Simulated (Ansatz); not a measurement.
Mulliken charges of CH₅FSeSi, SMILES `FC[SiH2][SeH]` from ωB97M-V/def2-TZVPP in Ansatz (PBE0-D4/def2-TZVP geometry).

```tsv
atom	x (Å)	y (Å)	z (Å)	charge (e)
F1	-1.480	1.485	0.043	-0.231
C2	-0.170	1.153	0.350	-0.052
Si3	0.070	-0.725	0.377	0.200
Se4	-0.335	-1.708	-1.633	-0.175
H5	0.071	1.575	1.334	0.110
H6	0.489	1.627	-0.385	0.101
H7	-0.898	-1.344	1.313	-0.007
H8	1.466	-0.975	0.824	-0.016
H9	0.875	-1.135	-2.240	0.069
```

Question: By hand: the dipole of these point charges (1 e Å = 4.8032 D).

Answer: Σ q r = (0.524, 0.035, 0.264) e Å, of length 0.588 e Å = 2.82 D.

Question: How does the dipole of the full density compare? (Best estimate.)

Answer: Ansatz gave: (0.416, 0.084, 0.143) e Å, 2.15 D; the point charges give 1.31 times that, at 11° from its direction.

Point charges leave out the atoms' own dipoles, such as those of lone pairs, and Mulliken's split depends on the basis, so the two needn't agree.
